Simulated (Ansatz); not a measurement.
Wavefunction ladder for `[CH3][Zn][SiH2]N`

```xyz
11

C    -1.8294    1.9251   -0.8290
Zn   -0.5660    0.4725   -0.4935
Si    0.9652   -1.3111   -0.0868
N     1.4593   -1.3154    1.5792
H    -2.8608    1.5651   -0.7841
H    -1.6693    2.3645   -1.8173
H    -1.7194    2.7203   -0.0866
H     0.3238   -2.6377   -0.3354
H     2.1098   -1.2746   -1.0607
H     1.7344   -0.4460    2.0068
H     2.0524   -2.0628    1.9073
```

The species carries charge 0 and has multiplicity 1. For Zn the d shell is correlated and the shells below it are frozen. Scalar relativity is left out up to krypton. Geometry: relaxed with PBE0-D4/def2-TZVP. It is one conformer, not always the lowest. Frozen core, restricted reference, the Gaussian-basis code of Ansatz.

| basis | HF (Eh) | MP2 corr. |
| --- | --- | --- |
| def2-SVP | -2162.72802 | -0.72734 |
| def2-TZVPP | -2163.18912 | -1.03746 |
| def2-QZVPP | -2163.24428 | -1.11051 |

(1) Estimate the CCSD correlation energy and the (T) correction in each basis where they were run (hartree).

## Answers

(1) 
| basis | CCSD corr. | (T) |
| --- | --- | --- |
| def2-SVP | -0.75282 | -0.02082 |
| def2-TZVPP | -1.03022 | -0.03592 |
